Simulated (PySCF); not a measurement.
Species: C8H10NP.
Atom-mapped SMILES: `[CH3:1][c:2]1[cH:3][p:4][c:5]([CH:6]2[CH2:7][CH2:8]2)[cH:9][n:10]1`

NICS = −σ at a ghost point: NICS(0) at the centroid of the ring atoms, NICS(1) 1 Å to either side along the normal of their mean plane, zz for the tensor component along that normal. Level: GIAO PBE0/pcSseg-1 (PySCF, non-relativistic, gas phase) on the GFN2-xTB geometry, one conformer.

Ring bond lengths (Å), with Mayer bond orders in brackets: C2–C3 1.386 (1.34), C3–P4 1.728 (1.36), P4–C5 1.752 (1.26), C5–C9 1.387 (1.37), C9–N10 1.318 (1.51), N10–C2 1.326 (1.47); C6–C7 1.507 (0.93), C7–C8 1.489 (0.97), C8–C6 1.507 (0.93).

Problem. What do the NICS probes read (ppm)?

Solution. 
```json
{"ring": "C2–C3–P4–C5–C9–N10", "type": "6-membered ring with N and P; formal bonds all aromatic", "NICS(0)": "-5.9", "NICS(1), two faces": "-10.0 / -10.1", "NICS(1)zz, two faces": "-23.6 / -23.8", "rms pucker (Å)": "0.00", "centre to ring atoms, mean (Å)": "1.47"}
{"ring": "C6–C7–C8", "type": "3-membered carbocycle; formal bonds all single", "NICS(0)": "-42.1", "NICS(1), two faces": "-6.8 / -7.7", "NICS(1)zz, two faces": "-24.5 / -23.8", "rms pucker (Å)": "0.00", "centre to ring atoms, mean (Å)": "0.87"}
```

Problem. What can be read from them?

Solution. 
- C2–C3–P4–C5–C9–N10: mean NICS(1)zz -23.7 ppm, shielded.
- C6–C7–C8: mean NICS(1)zz -24.1 ppm, shielded. C6, C7, C8 have four or more neighbours, and the NICS criterion for π rings isn't applied. NICS(0) lies 35 ppm below the mean NICS(1).

Problem. What does the geometric index give? HOMA takes Krygowski's 1993 parameters.

Solution. 
- C2–C3–P4–C5–C9–N10: HOMA 0.92; the largest term is that of P4–C5, α(R − Ropt)² = 0.35.

Problem. List the ring angles and the Hirshfeld charges of the ring atoms.

Solution. 
- C2–C3–P4–C5–C9–N10: C2 124.6° (+0.070 e), C3 125.1° (-0.119 e), P4 99.2° (+0.125 e), C5 121.4° (-0.053 e), C9 128.2° (+0.012 e), N10 121.5° (-0.155 e); sum 720.0° against 720° for a flat convex ring.
- C6–C7–C8: C6 59.2° (-0.045 e), C7 60.4° (-0.087 e), C8 60.4° (-0.088 e); sum 180.0° against 180° for a flat convex ring.

The run took 45 s on an Arm Neoverse V1 with one thread, shared host. This is the whole shielding run at PBE0/pcSseg-1, SCF included.

Shape of the structure used: `[CH3:1][c:2]1[cH:3][p:4][c:5]([CH:6]2[CH2:7][CH2:8]2)[cH:9][n:10]1`: P4–C5–C6–C7 35°.
